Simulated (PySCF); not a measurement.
# CsZn⁺: frontier orbitals

M06-L at R = 3.878 Å; basis Cs def2-SVPD with ECP46, Zn def2-SVPD; scalar-relativistic core potentials; PySCF 2.14. State: ¹Σ⁺ (singlet), closed shell. Only the outer orbitals are listed, counted within each symmetry, core potentials removing the inner ones.

| orbital | occ. | ε (eV) | on Cs (%) | main shells (%) |
| --- | --- | --- | --- | --- |
| 8σ | 2 | -13.46 | 0 | 100 Zn d |
| 4π | 2 | -13.43 | 0 | 100 Zn d |
| 4π | 2 | -13.43 | 0 | 100 Zn d |
| 1δ | 2 | -13.41 | 0 | 100 Zn d |
| 1δ | 2 | -13.41 | 0 | 100 Zn d |
| 9σ | 2 | -9.35 | 2 | 97 Zn s |
| 10σ | 0 | -4.97 | 59 | 56 Cs s, 40 Zn p |
| 5π | 0 | -4.34 | 18 | 82 Zn p, 13 Cs d |
| 5π | 0 | -4.34 | 18 | 82 Zn p, 13 Cs d |

**Question.** Which are the highest filled and the lowest empty level, where do they sit, and how wide is the gap?

**Answer.** Highest filled 9σ at -9.35 eV (in %: 97 Zn s); lowest empty 10σ at -4.97 eV (in %: 56 Cs s, 40 Zn p); the gap at M06-L is 4.38 eV.

```
bond order (Mayer)                                                                                                 : 0.11
⟨S²⟩                                                                                                               : 0.000
charge on Cs (Mulliken, basis-dependent)                                                                           : 0.94
charge on Cs (Löwdin, basis-dependent)                                                                             : 0.72
dipole moment (positive dipole points towards Zn; it is taken about the centre of mass and depends on that origin) : -4.28 D
```

Closed-shell solutions of metal pairs were not tested for spin polarisation, which can lower them a little. Spin–orbit coupling is left out.
